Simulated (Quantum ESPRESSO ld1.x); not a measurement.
Results of a calculation; reference values are marked as such.
Question: Kr4+, 32 electrons, occupied as [Ar] 3d10 4s2 4p2 (the NIST ground configuration). Code: ld1.x of Quantum ESPRESSO 7.5. Model: Dirac Kohn-Sham, LDA (Slater exchange, VWN5 correlation), spin-unpolarised, spherical densities, point nucleus; open shells fill j = l - 1/2 first. Some entries of the table are withheld. Estimate them.

orbital,occ.,eigenvalue (eV),r(max) (bohr)
1s1/2,2,-14188.6,0.027
2s1/2,2,-1918.07,0.154
2p1/2,2,-1740.52,0.121
2p3/2,4,-1686.78,0.124
3s1/2,2,-319.349,0.468
3p1/2,2,-256.580,(1)
3p3/2,4,-248.629,(2)
3d3/2,4,-138.691,(3)
3d5/2,6,-137.374,(4)
4s1/2,2,-73.0540,1.28
4p1/2,2,-57.2874,(5)
4p3/2,0,-56.2808,(6)

Answer: 
(1) 3p1/2 r(max) (bohr): 0.457
(2) 3p3/2 r(max) (bohr): 0.464
(3) 3d3/2 r(max) (bohr): 0.408
(4) 3d5/2 r(max) (bohr): 0.412
(5) 4p1/2 r(max) (bohr): 1.40
(6) 4p3/2 r(max) (bohr): 1.42
